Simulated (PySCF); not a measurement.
Compound: C5H3NS2.
SMILES: `N#CSc1ccsc1`

A linear-response calculation (PySCF, def2-SVPD basis, gas phase, vertical, core orbitals frozen in the response) gave these numbers; the functional is withheld.

Orbital energies (eV): HOMO-3 -9.62, HOMO-2 -8.38, HOMO-1 -7.84, HOMO -7.54, LUMO -1.35, LUMO+1 -0.78, LUMO+2 -0.21.

| state | E (eV) | f | main configurations (H = HOMO, L = LUMO) |
| --- | --- | --- | --- |
| S1 | 5.10 | 0.011 | H→L+1 (55%), H→L (28%) |
| S2 | 5.29 | 0.055 | H→L (52%), H→L+1 (30%) |
| S3 | 5.70 | 0.043 | H-1→L (74%) |
| S4 | 5.86 | 0.0011 | H-1→L+1 (65%), H-2→L (12%), H→L+1 (9%) |
| S5 | 5.99 | 0.031 | H-2→L (41%), H→L+2 (24%), H-1→L+1 (10%) |
| S6 | 6.11 | 0.013 | H→L+2 (45%), H-2→L+1 (15%), H-2→L (12%) |

Triplets, Tamm–Dancoff:

```json
{"state": "T1", "E (eV)": "3.77", "λ (nm)": "328.6", "main configurations (H = HOMO, L = LUMO)": "H→L (47%), H-1→L (43%)"}
{"state": "T2", "E (eV)": "4.44", "λ (nm)": "279.2", "main configurations (H = HOMO, L = LUMO)": "H-1→L (43%), H→L (32%), H-2→L (18%)"}
{"state": "T3", "E (eV)": "4.74", "λ (nm)": "261.7", "main configurations (H = HOMO, L = LUMO)": "H→L+1 (76%), H-2→L+1 (9%)"}
{"state": "T4", "E (eV)": "5.28", "λ (nm)": "234.7", "main configurations (H = HOMO, L = LUMO)": "H-2→L (46%), H→L+2 (23%), H→L+3 (8%)"}
```

Vertical ionisation energy by ΔSCF with the same functional: 9.31 eV. Mean static polarisability: 98.2 au.

**Question.** Name the functional.
A. PBE0
B. PBE
C. HF
D. wB97X-D

**Answer.** A. PBE0 is a global hybrid with 25% exact exchange. In this run −ε(HOMO) = 7.54 eV differs from the ΔSCF value by -1.77 eV, and S1 differs from the orbital gap of 6.19 eV by -1.09 eV. The ratio −ε(HOMO)/IP is 0.81. Usual ranges for neutral molecules in this basis: 0.7 to 0.83 with PBE0, 0.5 to 0.7 with PBE, 0.89 to 0.99 with wB97X-D; Hartree–Fock can't fall below 1, since the ion's relaxation only lowers the ΔSCF value.

Level of theory: TDDFT PBE0/def2-SVPD, vertical, gas phase, core orbitals frozen in the response in PySCF. One conformer (not necessarily the lowest) at the PBE0-D3(BJ)/def2-SVP geometry, without solvent, vibrations or thermal averaging.

Hardware: one thread, Arm Neoverse V1, on a shared host. Cost: 3.9 min.
